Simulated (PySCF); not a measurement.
C₅H₈GeS, SMILES c1c(s[c](c1)[GeH3])C (GFN2-xTB optimised geometry):

```
15

C     -1.628    -2.528     0.000
C     -0.700    -1.367     0.000
C      0.660    -1.367     0.000
C      1.217    -0.070     0.000
C      0.285     0.923     0.000
Ge     0.536     2.834    -0.002
S     -1.314     0.254     0.000
H     -2.265    -2.511     0.885
H     -1.063    -3.457    -0.007
H     -2.276    -2.503    -0.876
H      1.250    -2.267     0.000
H      2.276     0.128     0.000
H     -0.081     3.452    -1.213
H      1.999     3.123     0.004
H     -0.094     3.457     1.200
```

Calculation: B3LYP/def2-TZVP (PySCF).

Question: What are the frontier orbital energies and the dipole moment?

Answer: HOMO-2 -8.96 eV, HOMO-1 -6.98 eV, HOMO -6.36 eV, LUMO -0.74 eV, LUMO+1 0.29 eV; dipole moment 1.21 D.

On the same geometry PBE/def2-TZVP (PySCF) gives HOMO-2 -7.90 eV, HOMO-1 -6.16 eV, HOMO -5.57 eV, LUMO -1.40 eV, LUMO+1 -0.43 eV; dipole moment 1.23 D.

Meta-Löwdin charges at B3LYP/def2-TZVP: C1 -0.33, C2 -0.10, C3 -0.17, C4 -0.14, C5 -0.33, Ge6 0.39, S7 0.26, H8 0.12, H9 0.12, H10 0.12, H11 0.12, H12 0.12, H13 -0.07, H14 -0.06, H15 -0.07.
